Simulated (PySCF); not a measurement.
Static response to an electric field

Species: C₅H₉NO₂.
Cartesian coordinates in Å at the PBE0-D3(BJ)/def2-SVP level; atoms count from 1:
```xyz
17
C5H9NO2 angstrom
C      3.001    0.064   -0.435
O      1.658    0.074   -0.811
C      0.779    0.209    0.255
C     -0.635    0.039   -0.280
C     -0.833   -1.314   -0.846
N     -1.033   -2.373   -1.265
O     -1.515    0.297    0.766
C     -2.867    0.344    0.396
H      3.297    1.004    0.069
H      3.230   -0.779    0.245
H      3.603   -0.049   -1.347
H      0.838    1.209    0.728
H      0.960   -0.546    1.045
H     -0.773    0.755   -1.117
H     -3.218   -0.625   -0.003
H     -3.442    0.585    1.299
H     -3.052    1.125   -0.366
```

Level: wB97X-D/def2-SVPD (PySCF), static field, nuclei fixed, core orbitals frozen in the response. The polarisability tensor in these axes (au):

```
x   83.50  1.42 -1.99
y    1.42 73.63  6.70
z   -1.99  6.70 65.58
```

Problem. What are the eigenvalues, a third of the trace, and Δα (Δα² = ½Σ(αi − αj)² over the three pairs)?

Solution. Principal values 61.52, 77.42 and 83.78 au; mean 74.24 au = 11.00 Å³ = 12.24 × 10⁻⁴⁰ C²·m²/J; Δα = 19.86 au (27 % of the mean).

Problem. What is the dipole moment, and where does it point?

Solution. (0.72, 3.34, 1.45) D, 3.71 D in size, pointing from the negative to the positive side. Measured along this direction, the outermost atoms are N6 at the negative end and H9 and H12 at the positive end.

Problem. Along which axes do the principal values lie, and how far do the nuclei extend along each?

Solution. Largest value along (0.99, 0.09, -0.08), where the nuclei span 7.14 Å; middle along (-0.04, 0.87, 0.50), 4.02 Å; least along (0.11, -0.49, 0.86), 2.70 Å. The response follows the extents in order.

Problem. Molar refractivity from α?

Solution. Lorentz–Lorenz: R = (4π/3)N_A α = 2.5225 cm³/(mol·Å³) × 11.00 Å³ = 27.7 cm³/mol, in the limit of long wavelengths.

Problem. Refractivity n − 1 of an ideal gas of it at 500 K and 1 atm, from the electronic α?

Solution. N = p/kT = 1.4678 × 10¹⁹ cm⁻³, so n − 1 = 2π × N × 11.00 × 10⁻²⁴ cm³ = 1015 × 10⁻⁶ at long wavelengths.

Problem. What depolarisation ratio follows for Rayleigh scattering of linearly polarised light, taking the static tensor?

Solution. ρ = 3Δα²/(45ᾱ² + 4Δα²) = 1182.8/(247997 + 1577.0) = 0.00474.

The structure is a single PBE0-D3(BJ)/def2-SVP conformer in the gas phase; no vibrational or solvent corrections.
